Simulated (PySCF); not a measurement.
A species of formula CH8BNO has this rotational fingerprint, computed with PySCF 2.14.0, PBE0-D3(BJ)/def2-SVP geometry optimisation, gas phase:

| Property | Result |
| --- | --- |
| Rotational constants | A = 15585, B = 4580, C = 4088 MHz |
| Dipole components | \|μa\| = 3.44 D, \|μb\| = 4.19 D, \|μc\| = 0.45 D |
| Inertial defect | -19.14 u·Å² |
| κ | -0.91 |

Problem. Which candidate fits, each taken in the one conformer that was computed?
A. `[NH3+:1][BH2-:2][CH2:3][OH:4]` with N1–B2–C3–O4 -48°, B2–C3–O4–H -68°
B. `[CH3:1][O:2][BH2-:3][NH3+:4]` with C1–O2–B3–N4 86°

Solution. B. It is CO[BH2-][NH3+], a near-prolate asymmetric top, point group C1. The candidates at the same level (rigid rotor, commonest isotopes):

```csv
SMILES,A (MHz),B (MHz),C (MHz),μa (D),μb (D),μc (D),Δ (u·Å²),point group,rotor
[NH3+][BH2-]CO,11823,5509,4359,2.26,3.12,0.38,-18.56,C1,asymmetric top
CO[BH2-][NH3+],15585,4580,4088,3.44,4.19,0.45,-19.14,C1,near-prolate asymmetric top
```

`[NH3+][BH2-]CO` has A 24 % too low. No structure here is proved a minimum.
